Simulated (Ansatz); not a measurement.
`C=CB(C)[SiH3]`, charge 0, multiplicity 1.

Question: Give a relaxed structure at PBE0-D4/def2-TZVP (Ansatz). (An estimate is asked.)

Answer: The calculation gave: 
Z-matrix (Å, degrees):
```
C
B 1 1.562
H 1 1.101 2 105.9
H 1 1.093 2 115.6 3 117.9
H 1 1.094 2 113.5 3 -114.5
C 2 1.548 1 122.4 3 -105.0
Si 2 2.029 1 118.7 3 76.2
C 6 1.337 2 122.3 1 -27.6
H 6 1.089 2 120.4 1 159.7
H 7 1.492 2 113.5 1 -154.5
H 7 1.492 2 112.8 1 -31.4
H 7 1.495 2 108.4 1 86.7
H 8 1.086 6 121.5 2 5.3
H 8 1.087 6 122.5 2 -172.9
```
This is one stationary point; other conformers may exist.
